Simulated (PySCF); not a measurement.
## Gas-phase XPS of selenacyclopentane, computed

Species: selenacyclopentane, C₄H₈Se.
Geometry (PBE0-D3(BJ)/def2-SVP, Å), atoms numbered from 1 in this order:
```
atom  x, y, z in Å
C1     0.5922   -0.7953   -0.2936
C2    -0.8158   -0.5828    0.2488
C3    -1.2661    0.8162   -0.1471
Se4    0.3179    1.9684    0.0491
C5     1.4558    0.3672    0.1750
H6     1.0164   -1.7578    0.0363
H7     0.5625   -0.8126   -1.3961
H8    -1.5188   -1.3434   -0.1287
H9    -0.8023   -0.6692    1.3485
H10   -1.6006    0.8544   -1.1942
H11   -2.0722    1.2013    0.4922
H12    1.7725    0.2423    1.2209
H13    2.3498    0.5124   -0.4467
```

Computed, not measured: PySCF, delta-SCF UKS SCAN, pcX-2 on the ionised atom, pcseg-1 elsewhere, spin-free X2C. Vertical ΔSCF values, vacuum level as zero.

**Question.** What binding energy does each computed site have?

**Answer.** 
```csv
atom(s),environment,level,binding energy (eV),above the level's lowest (eV),count
C3/C5,sp3 carbon bound to selenium,C 1s,290.79,0.00,2
C1/C2,ring CH2 carbon,C 1s,290.84,+0.05,2
```

The 2 C 1s values lie within 0.05 eV of each other; Gaussian lines of 0.5 eV full width would blend them into one maximum.

**Question.** Which photon wavelength matches the C 1s of C1/C2 threshold?

**Answer.** λ = hc/E = 12398.42 eV Å / 290.84 eV = 42.630 Å.

Atoms equivalent by their bonding share one computed value, that of the first of them. No level of selenium is listed. One conformer (not necessarily the lowest) at the PBE0-D3(BJ)/def2-SVP geometry, without solvent, vibrations or thermal averaging.

Time: 11 s wall. Hardware: one thread of an x86-64 server (shared host).
